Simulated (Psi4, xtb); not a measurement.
Torsional profile of SMILES c1c(C=C)sc(S)c1 (C₆H₆S₂), singlet. Scanned: dihedral S8–C6–S7–H14; all other coordinates were relaxed at GFN2-xTB. Points at φ and −φ are mirror images. Heavy atoms are numbered in the order of the SMILES C=Cc1ccc(S)s1, hydrogens after them in the order of the atoms that carry them; the mirror image has the same energies with the sign of each dihedral reversed.

Computed with: B3LYP/def2-SVP // GFN2-xTB (Psi4); GFN1-xTB // GFN2-xTB (xtb); PBE/def2-SVP // GFN2-xTB (Psi4).

Energies in mEh, each method relative to its own lowest point.

```
φ / °  B3LYP/def2-SVP  GFN1-xTB  PBE/def2-SVP
-----  --------------  --------  ------------
-150              2.0       1.6           1.7
-120              1.2       4.3           1.2
-90               0.2       5.4           0.4
-60               0.0       3.6           0.0
-30               0.8       1.0           0.5
0                 1.5       0.0           1.0
30                0.8       1.0           0.5
60                0.0       3.6           0.0
90                0.2       5.4           0.4
120               1.2       4.3           1.2
150               2.0       1.6           1.7
180               2.1       0.2           1.8
```
